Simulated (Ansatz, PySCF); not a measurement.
Gas-phase reaction R1 → P1 + P2, each structure at its B3LYP-D3(BJ)/def2-SVP stationary point, reached from a drawn start (curvature not checked).
R1: C11H24GaNO (SMILES [CH3][Ga]([CH3])[O]N1C(C)(C)CCCC1(C)C), charge 0, multiplicity 1.
P1, C9H18NO (SMILES CC1(C)CCCC(C)(C)N1[O]) (charge 0, multiplicity 2):
```xyz
29

O      0.0119     0.1318    -2.1755
C      1.8555     1.2749    -0.1636
C      1.3143    -0.1647    -0.2397
C      2.2586    -1.0189    -1.0937
C      1.1752    -0.7897     1.1588
C     -0.0241    -0.2666     1.9416
C     -1.2979    -0.5656     1.1589
C     -1.3225     0.0743    -0.2396
C     -2.4051    -0.5963    -1.0936
C     -1.5961     1.5877    -0.1635
N     -0.0133    -0.1467    -0.9333
H      2.9030     1.2682     0.1747
H      1.8096     1.7337    -1.1614
H      1.2791     1.9004     0.5322
H      3.2405    -1.0902    -0.6014
H      1.8540    -2.0352    -1.2155
H      2.3852    -0.5784    -2.0903
H      1.0714    -1.8825     1.0467
H      2.1163    -0.6178     1.7054
H      0.0740     0.8152     2.1298
H     -0.0677    -0.7479     2.9317
H     -1.3923    -1.6593     1.0468
H     -2.1928    -0.2272     1.7055
H     -2.1897    -1.6687    -1.2154
H     -3.3837    -0.4899    -0.6012
H     -2.4505    -0.1401    -2.0901
H     -0.9166     2.0994     0.5323
H     -1.4685     2.0308    -1.1613
H     -2.6277     1.7694     0.1749
```
P2: C2H6Ga (SMILES [CH3][Ga][CH3]), charge 0, multiplicity 2.

P less R. No zero-point or thermal terms; singlets are restricted closed shells; open shells are unrestricted; no spin–orbit coupling. One arrangement of each flexible species, with no search for the lowest.

Run with Ansatz (Gaussian orbitals); PySCF for the D3/D4 terms. Each number belongs to the level named beside it.

Problem. Give the reaction energy at the level PBE-D4/def2-TZVPP.

Solution. 54.5 kcal/mol

Problem. What reaction energy does wB97M-V/def2-TZVPP give?

Solution. 60.6 kcal/mol

Problem. Predict the reaction energy from PBE0-D3(BJ)/def2-TZVPP.

Solution. 54.3 kcal/mol

Ansatz is an electronic-structure program.
